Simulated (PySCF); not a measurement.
Species: 2-chloropyridine-N-oxide, C5H4ClNO.
Bonds: O1–N2, N2–C3 (aromatic), C3–C4 (aromatic), C4–C5 (aromatic), C5–C6 (aromatic), C6–C7 (aromatic), C7–Cl8, N2–C7 (aromatic). Hydrogens: H9 on C3; H10 on C4; H11 on C5; H12 on C6.

Method used: core-valence-separated Tamm–Dancoff BHandHLYP/aug-pcX-1 (pcseg-1 on H, def2-SVPD on Cl) in PySCF, non-relativistic, gas phase, PBE0-D3(BJ)/def2-SVP geometry. BHandHLYP without relativity tends to put these K edges a few eV too low, so spacings mean more than positions.

Problem. What does the O 1s absorption edge look like?

Solution. 
| E (eV) | f | core hole on | main final orbital | polarisation |
| --- | --- | --- | --- | --- |
| 529.35 | 0.0278 | O1 | LUMO (89 %) | out of plane |
| 532.18 | 0.0001 | O1 | LUMO+1 (97 %) | – |
| 533.10 | 0.0275 | O1 | spread | in plane |
| 533.54 | 0.0006 | O1 | LUMO+4 (39 %) | – |
| 534.10 | 0.0006 | O1 | LUMO+3 (57 %) | – |
| 534.40 | 0.0044 | O1 | spread | in plane |
| 534.50 | 0.0032 | O1 | LUMO+6 (71 %) | out of plane |

The first line with a tenth or more of the strongest one's intensity is at 529.35 eV (f = 0.028), with the hole on O1 (N-oxide oxygen), polarised out of plane. It is also the strongest listed.

Problem. What does the N 1s absorption edge look like?

Solution. 
```csv
E (eV),f,core hole on,main final orbital,polarisation
400.11,0.0631,N2,LUMO (85 %),out of plane
403.56,0.0000,N2,LUMO+1 (97 %),–
405.42,0.0127,N2,spread,in plane
405.87,0.0012,N2,LUMO+2 (65 %),in plane
406.39,0.0019,N2,LUMO+3 (58 %),in plane
406.68,0.0008,N2,spread,–
```

The first line with a tenth or more of the strongest one's intensity is at 400.11 eV (f = 0.063), with the hole on N2 (N-oxide nitrogen), polarised out of plane: a 1s→π* resonance. It is also the strongest listed.

Problem. Give energies, oscillator strengths and core holes at the C K edge.

Solution. 
```
E (eV)       f  core hole on                 main final orbital  polarisation
283.00  0.0471            C5                        LUMO (80 %)  out of plane
283.16  0.0517            C4                      LUMO+1 (72 %)  out of plane
283.18  0.0798            C6                      LUMO+1 (53 %)  out of plane
283.57  0.0626            C3                      LUMO+1 (46 %)  out of plane
284.92  0.0639            C7                      LUMO+1 (66 %)  out of plane
285.09  0.0000            C4                        LUMO (89 %)             –
285.23  0.0001            C5                      LUMO+1 (97 %)             –
285.28  0.0000            C6                        LUMO (65 %)             –
285.78  0.0007            C3                        LUMO (56 %)             –
286.27  0.0133            C5                      LUMO+2 (77 %)      in plane
286.37  0.0197            C4                      LUMO+2 (62 %)      in plane
286.49  0.0191            C6                      LUMO+2 (46 %)      in plane
286.87  0.0597            C7                             spread      in plane
287.10  0.0005            C7                        LUMO (77 %)             –
287.34  0.0206            C3                      LUMO+2 (34 %)      in plane
287.78  0.0014            C6                      LUMO+4 (31 %)      in plane
287.80  0.0002            C5                      LUMO+3 (79 %)             –
287.84  0.0016            C4                      LUMO+3 (48 %)      in plane
287.96  0.0032            C5                      LUMO+4 (43 %)      in plane
288.07  0.0033            C6                      LUMO+2 (42 %)      in plane
288.11  0.0036            C5                      LUMO+6 (78 %)  out of plane
288.17  0.0086            C4  LUMO+4/LUMO+6 (2 roots, f summed)         mixed
```

The first line with a tenth or more of the strongest one's intensity is at 283.00 eV (f = 0.047), with the hole on C5 (aromatic CH carbon), polarised out of plane: a 1s→π* resonance. The strongest listed is at 283.18 eV (f = 0.080; C6, 1s→π*).

Roots within 0.03 eV whose holes lie on the same, on equivalent or on shared atoms are summed into one line, and the highest roots are left out, as the search may have cut off their partners. Final orbitals are the ground state's empty Kohn–Sham orbitals. A dash: too weak, shared between unlike atoms, or no plane or axis to refer to.

Problem. What is the summed oscillator strength of the listed O K lines, and their intensity-weighted mean energy?

Solution. Σf = 0.064 over 7 lines from 529.35 to 534.50 eV; the weighted mean is 531.65 eV. The strongest line holds 43 % of the sum.

The ionisation thresholds weren't computed; near and above them a finite basis only mimics Rydberg series and continuum.

Cost: about 80 s of CPU time on one thread; the machine was shared, so the figure is rough.
